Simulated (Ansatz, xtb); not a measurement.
## Two isomers of F2H4OSi2

Structure a is `F[SiH](F)O[SiH3]`, a singlet and structure b is `F[SiH2]O[SiH2]F`, a singlet. Both are isolated molecules in the gas phase, relaxed with B3LYP-D3(BJ)/def2-SVP; the shapes shown needn't be the lowest conformers.

a (Å):

```xyz
9

F    -0.6670    3.6662   -0.5608
F     0.8021    3.2826    1.5230
O    -0.6498    1.2794    0.5788
Si    0.2524    2.5716    0.1853
Si   -2.0650    0.6727    1.2337
H     1.3789    2.1939   -0.6735
H    -1.7379   -0.5960    1.9345
H    -2.6412    1.6534    2.1943
H    -3.0342    0.4127    0.1359
```

b (Å):

```yaml
atoms:
  - { symbol: F, position_ang: [-1.3556, -2.3103, -1.9260] }
  - { symbol: F, position_ang: [0.1883, 0.4274, 0.5279] }
  - { symbol: O, position_ang: [-1.5412, 0.3023, -1.4841] }
  - { symbol: Si, position_ang: [-2.3956, -1.1011, -1.6273] }
  - { symbol: Si, position_ang: [-0.1808, 1.0486, -0.9250] }
  - { symbol: H, position_ang: [-3.3076, -0.9741, -2.7851] }
  - { symbol: H, position_ang: [-3.0951, -1.4087, -0.3590] }
  - { symbol: H, position_ang: [0.9593, 0.7859, -1.8324] }
  - { symbol: H, position_ang: [-0.4766, 2.4880, -0.7551] }
```

Question: Estimate E(b) − E(a) at the level CCSD(T)/def2-SVP + ΔMP2/def2-TZVPP.

Answer: Calculated at CCSD(T)/def2-SVP + ΔMP2/def2-TZVPP: E(b) − E(a) = +10.1 kJ/mol, so structure a lies lower.

Level by level:

```json
{"level": "B3LYP-D3(BJ)/def2-SVP", "geometry": "B3LYP-D3(BJ)/def2-SVP", "E(b) − E(a) (kJ/mol)": "+9.2", "departure from the last row (kJ/mol)": "−0.9", "job, with rough time for the two": "optimisation, 1.8 min"}
{"level": "HF/def2-SVP", "geometry": "B3LYP-D3(BJ)/def2-SVP", "E(b) − E(a) (kJ/mol)": "+8.9", "departure from the last row (kJ/mol)": "−1.2", "job, with rough time for the two": "part of the CCSD(T) run"}
{"level": "MP2/def2-SVP", "geometry": "B3LYP-D3(BJ)/def2-SVP", "E(b) − E(a) (kJ/mol)": "+10.5", "departure from the last row (kJ/mol)": "+0.3", "job, with rough time for the two": "part of the CCSD(T) run"}
{"level": "CCSD(T)/def2-SVP", "geometry": "B3LYP-D3(BJ)/def2-SVP", "E(b) − E(a) (kJ/mol)": "+10.8", "departure from the last row (kJ/mol)": "+0.6", "job, with rough time for the two": "single point"}
{"level": "CCSD(T)/def2-SVP + ΔMP2/def2-TZVPP", "geometry": "B3LYP-D3(BJ)/def2-SVP", "E(b) − E(a) (kJ/mol)": "+10.1", "departure from the last row (kJ/mol)": "", "job, with rough time for the two": "single point, 24 s"}
```

As drawn, both hold the same kinds of bond in the same numbers.

None of the levels shown reverses the order. The largest departure from CCSD(T)/def2-SVP + ΔMP2/def2-TZVPP is that of HF/def2-SVP, 1.2 kJ/mol. Levels run at GFN2-xTB geometries aren't shown. The last row adds to CCSD(T) the change of the MP2 difference between the two basis sets, here −0.6 kJ/mol.

With harmonic frequencies from B3LYP-D3(BJ)/def2-SVP (ideal gas, rigid rotor, one conformer each, 200 K, 1 atm): on the last row, ΔE + ΔZPE = +11.9 kJ/mol. A mode under 50 cm⁻¹ makes harmonic enthalpies and free energies unreliable, so none is given.

The correlated steps freeze 13 core orbitals. Run with Ansatz 0.2.0; the last row on 1 thread of Intel(R) Xeon(R) 6975P-C (Granite Rapids) on a shared host.
